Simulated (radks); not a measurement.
Task: Yb+, 69 electrons, occupied as [Xe] 4f14 6p1 (not the ground configuration). Method: Dirac Kohn-Sham, SOGGA, spin-unpolarised, spherical densities, point nucleus; open shells fill j = l - 1/2 first; computed with a radial shooting solver on a logarithmic mesh with Libxc functionals. Some entries of the table are withheld. Estimate them.

| orbital | occ. | eigenvalue (Ry) | <r^2> (bohr^2) |
|---|---|---|---|
| 1s1/2 | 2 | -4494.647 | 0.0005300 |
| 2s1/2 | 2 | -761.5344 | 0.008154 |
| 2p1/2 | 2 | (1) | 0.005862 |
| 2p3/2 | 4 | (2) | 0.007074 |
| 3s1/2 | 2 | (3) | 0.05362 |
| 3p1/2 | 2 | -156.5695 | 0.04947 |
| 3p3/2 | 4 | -140.2451 | 0.05623 |
| 3d3/2 | 4 | -113.8712 | 0.04403 |
| 3d5/2 | 6 | -110.3039 | 0.04589 |
| 4s1/2 | 2 | -34.29694 | 0.2691 |
| 4p1/2 | 2 | -28.02915 | 0.2801 |
| 4p3/2 | 4 | -24.32962 | 0.3178 |
| 4d3/2 | 4 | -14.02518 | (4) |
| 4d5/2 | 6 | -13.35190 | (5) |
| 5s1/2 | 2 | -4.62288 | (6) |
| 5p1/2 | 2 | (7) | 2.120 |
| 5p3/2 | 4 | (8) | 2.496 |
| 4f5/2 | 6 | -0.85864 | 0.8200 |
| 4f7/2 | 8 | -0.76172 | 0.8788 |
| 6s1/2 | 0 | -0.72280 | 14.15 |
| 5d3/2 | 0 | -0.54910 | 8.672 |
| 5d5/2 | 0 | -0.52593 | 9.349 |
| 6p1/2 | 1 | -0.47115 | 22.25 |
| 6p3/2 | 0 | -0.43776 | 24.98 |

Result: 
(1) 2p1/2 eigenvalue (Ry): -726.3963
(2) 2p3/2 eigenvalue (Ry): -649.4792
(3) 3s1/2 eigenvalue (Ry): -172.0681
(4) 4d3/2 <r^2> (bohr^2): 0.3563
(5) 4d5/2 <r^2> (bohr^2): 0.3713
(6) 5s1/2 <r^2> (bohr^2): 1.647
(7) 5p1/2 eigenvalue (Ry): -2.92967
(8) 5p3/2 eigenvalue (Ry): -2.47871
